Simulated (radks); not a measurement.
Q: Species: the europium ion Eu+. Configuration: [Xe] 4f7 6s1. All-electron calculation, Dirac Kohn-Sham, PBE, spin-unpolarised, spherical densities, point nucleus; open shells are shared between the two j in proportion to 2j + 1. Program: a radial shooting solver on a logarithmic mesh with Libxc functionals. Some entries of the table are withheld. Estimate them.

orbital,occ.,eigenvalue (hartree),r(max) (bohr)
1s1/2,2,-1776.028,0.01420
2s1/2,2,-291.6893,0.08071
2p1/2,2,-276.7160,0.06107
2p3/2,4,-252.9002,0.06680
3s1/2,2,-64.36248,0.2291
3p1/2,2,-57.90108,0.2162
3p3/2,4,-53.04609,0.2283
3d3/2,4,-41.87506,(1)
3d5/2,6,-40.81876,(2)
4s1/2,2,-12.95888,0.5277
4p1/2,2,-10.46368,(3)
4p3/2,4,-9.39273,(4)
4d3/2,4,-5.28812,0.5686
4d5/2,6,-5.09601,0.5770
5s1/2,2,-1.86821,(5)
5p1/2,2,-1.20068,1.351
5p3/2,4,-1.06096,1.429
4f5/2,3,-0.33953,0.5899
4f7/2,4,-0.31683,0.5951
6s1/2,1,-0.31328,3.382
5d3/2,0,-0.26715,2.044
5d5/2,0,-0.25838,2.095
6p1/2,0,-0.20487,4.175
6p3/2,0,-0.19263,4.398

A: 
(1) 3d3/2 r(max) (bohr): 0.1818
(2) 3d5/2 r(max) (bohr): 0.1852
(3) 4p1/2 r(max) (bohr): 0.5328
(4) 4p3/2 r(max) (bohr): 0.5587
(5) 5s1/2 r(max) (bohr): 1.234
